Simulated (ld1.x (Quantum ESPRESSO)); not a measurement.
**What one change does to a pseudopotential (manganese (Mn), TM)**

manganese (Mn), norm-conserving Troullier–Martins (Kleinman–Bylander form), made with ld1.x (Quantum ESPRESSO) 7.5 (PBE, scalar-relativistic). Core [Ne], reference 3s2 3p6 3d5 4s2 4p0. Waves: 3p (bound): rc 1.25 bohr; 3d (bound): rc 1.00 bohr; 3s (bound): rc 0.95 bohr. Local part: the s channel. Core correction: none.

Occupied shells without a wave of their own: 4s. They enter only through the test configuration that unscreens the potential.

Change: wave 3s (bound): rc 0.95 bohr becomes 3s (bound): rc 1.08 bohr.

Cutoffs: the cutoffs (Ry, on a coarse ladder) from which the occupation-weighted sum of valence levels, in a spherical-Bessel basis at the reference potential, stays within 10 and 1 mRy of its value at 400 Ry; they do not see the model core or the augmentation charge, which bear on the density cutoff. Errors are all-electron minus pseudo energies relative to the spin-unpolarised reference configuration.

**Question.** How do hardness, ghosts and transferability respond?

**Answer.** The potential gets neither clearly harder nor softer (180 Ry and 300 Ry → 180 Ry and 260 Ry); the d channel sets the loose cutoff, while the largest relative change is in s, which becomes softer; of the 7 tests that both files solve, the error grows in 7 and shrinks in 0 by more than 15 % and 0.3 meV (median size 177.9 → 404.2 meV); the range in which the s phases agree narrows (upper end 3.2 → 1.8); neither file shows a bound ghost. More of the atom is replaced by a form fitted at one configuration, so other configurations suffer.

```tsv
quantity	base	changed
cutoff, loose	180 Ry	180 Ry
cutoff, tight	300 Ry	260 Ry
loose cutoff by channel (10 mRy a level)	p 50 Ry, d 160 Ry, s 140 Ry	p 50 Ry, d 160 Ry, s 100 Ry
bound ghosts	none	none
largest miss of a reference level, eV	0.09	0.20
error for 3s2 3p6 3d5 4s1 4p0, meV [ΔE 8.42 eV]	-120	-272
error for 3s2 3p6 3d5 4s0 4p0, meV [ΔE 24.01 eV]	-310	-700
error for 3s2 3p6 3d4 4s0 4p0, meV [ΔE 56.53 eV]	-475	-1066
error for 3s2 3p6 3d6 4s0 4p0, meV [ΔE 6.81 eV]	-178	-404
error for 3s2 3p6 3d4 4s2 4p0, meV [ΔE 13.19 eV]	+13	+26
error for 3s2 3p6 3d3 4s0 4p0, meV [ΔE 107.30 eV]	-633	-1441
error for 3s2 3p6 3d5.5 4s1.5 4p0, meV [ΔE -0.48 eV]	-37	-85
s: phases at 1.35 bohr within 0.05 rad from the reference energy up to (Ry; the scan ends near 5)	3.2	1.8
p: phases at 1.35 bohr within 0.05 rad from the reference energy up to (Ry; the scan ends near 5)	to the end of the scan	4.3
d: phases at 1.35 bohr within 0.05 rad from the reference energy up to (Ry; the scan ends near 5)	to the end of the scan	to the end of the scan
```

Base: The 4s level has no wave, so the channel is fitted at the deeper level alone: the likely source of the large errors. Changed file: The 4s level has no wave, so the channel is fitted at the deeper level alone: the likely source of the large errors.
